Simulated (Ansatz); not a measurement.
Level of theory: Ansatz (a first-principles code) with frozen-core CCSD(T)/cc-pVTZ // r2SCAN-D4/def2-TZVP.

Ansatz 0.2 input:
```yaml
crystal:
  periodic: [false, false, false]
  atoms:
    - { symbol: Al, position_ang: [-0.638634, -0.12814, -0.020056] }
    - { symbol: S, position_ang: [1.478813, -0.567266, 0.280084] }
    - { symbol: H, position_ang: [-1.645662, -1.3182, 0.219731] }
    - { symbol: H, position_ang: [-1.062429, 1.330481, -0.454517] }
    - { symbol: H, position_ang: [1.867912, 0.683126, -0.025241] }
basis:
  gaussian: { orbitals: cc-pVTZ }
correlation:
  method: ccsd_t
```

Output:

```
Functional definition: HF
636 factors; integrals over basis functions are off by at most 9.9e-4 eV
mean field evaluation 1: about -17448.5825 eV, gradient 1.4e1 eV
mean field evaluation 2: about -17448.5898 eV, gradient 1.4e1 eV
mean field evaluation 4: about -17449.4860 eV, gradient 1.6e0 eV
mean field evaluation 8: about -17449.5019 eV, gradient 5.1e-4 eV
mean field evaluation 16: about -17449.5011 eV, gradient 3.1e-1 eV
mean field -17449.50187501 eV, -641.2573662095 hartree, gradient 3.2e-6 eV, S^2 0.000000; 0 other end points of the search recorded, 0 dependent functions left out
10 core orbitals not correlated
reference -17449.50187501 eV, -641.2573662095 hartree; 6, 6 occupied and 94, 94 virtual orbitals, 636 factors
second order -7.14051637 eV of doubles, -0.00000000 eV of singles
cycle   1  -7.80924693 eV  change   -6.7e-1 eV  update   6.5e-2
cycle   2  -8.07106179 eV  change   -2.6e-1 eV  update   2.1e-2
cycle   3  -8.09361324 eV  change   -2.3e-2 eV  update   7.3e-3
cycle   4  -8.09120179 eV  change    2.4e-3 eV  update   2.5e-3
cycle   5  -8.09053296 eV  change    6.7e-4 eV  update   9.7e-4
cycle   6  -8.09039127 eV  change    1.4e-4 eV  update   3.3e-4
cycle   7  -8.09042667 eV  change   -3.5e-5 eV  update   1.0e-4
cycle   8  -8.09045483 eV  change   -2.8e-5 eV  update   3.7e-5
cycle   9  -8.09044844 eV  change    6.4e-6 eV  update   1.1e-5
perturbative correction -0.30416534 eV, -0.0111778702 hartree
Total energy: -17457.89648879 eV, -641.5658625759 hartree
```

Cost: around 6 core-seconds (rough).
